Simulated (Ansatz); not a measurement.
Cartesian coordinates in Å:
```
Si -1.2031 1.0921 0.2548
N -0.6315 -0.5391 -0.1249
In 1.7938 -0.7402 -0.1736
H -2.6885 1.1577 0.2763
H -0.6758 1.9848 -0.7997
H -0.6658 1.4321 1.5900
H -0.9126 -1.2416 0.5507
H -0.9145 -0.8719 -1.0403
H 2.0535 -0.2733 1.4762
H 2.0539 0.4269 -1.4295
H 1.7906 -2.4274 -0.5801
```

Charge 0, multiplicity 1. In takes the def2 core potential.

Problem. List the ωB97M-V/def2-TZVPP orbital energies in eV (Ansatz). (An estimate is asked.)

Solution. The calculation gave: Occupied: -1807.84, -395.72, -148.89, -130.16, -103.03, -102.99, -102.99, -86.57, -86.35, -86.34, -27.99, -23.07, -22.91, -22.91, -22.84, -22.84, -18.66, -17.45, -15.01, -14.39, -12.73, -12.62, -11.22, -9.63, -9.63. Lowest empty: 0.57, 1.82, 1.90, 2.14, 2.56, 2.72, 3.05, 3.37.
